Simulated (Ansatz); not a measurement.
Basis sets compared for BPH3F3 (relaxed from a model of B(PH3)F3, whose bonding it doesn't keep). Charge 0, multiplicity 1. Geometry PBE-D4/def2-SVP. Ansatz on 2 threads of Intel Xeon Platinum 8488C on a shared host; times are rough, and most runs start from earlier orbitals.

| atom | x (Å) | y (Å) | z (Å) |
| --- | --- | --- | --- |
| B1 | -0.3004 | 0.8272 | -1.3643 |
| F2 | -1.1653 | -0.0685 | -1.8409 |
| F3 | 0.9659 | 0.8001 | -1.7799 |
| F4 | -0.7595 | 1.9093 | -0.7348 |
| P5 | 0.2079 | -0.5776 | 0.9575 |
| H6 | 0.7709 | -1.8969 | 0.9209 |
| H7 | -0.8330 | -0.9110 | 1.8870 |
| H8 | 1.1135 | -0.0827 | 1.9545 |

In the singlet geometry the species has come apart into loosely held pieces.

Binding counts from free atoms (B doublet, F doublet, P quartet, H doublet) in the same basis, without a counterpoise term.

```tsv
level	functions	energy (Eh)	HOMO (eV)	LUMO (eV)	binding per atom (eV)	wall time
PBE-D4/def2-SVP	89	-666.8613	-7.22	-0.29	4.00	0.75 s
PBE0-D4/def2-SVP	89	-666.8996	-8.51	0.63	3.88	1.1 s
```

(1) Estimate the rows for PBE-D4/def2-TZVP (with forces), PBE0-D4/def2-TZVP.

## Answers

(1) 
```csv
level,functions,energy (Eh),HOMO (eV),LUMO (eV),binding per atom (eV),wall time
PBE-D4/def2-TZVP (with forces),179,-667.3775,-7.35,-0.71,3.94,1.9 s
PBE0-D4/def2-TZVP,179,-667.4133,-8.58,0.23,3.84,1.9 s
```
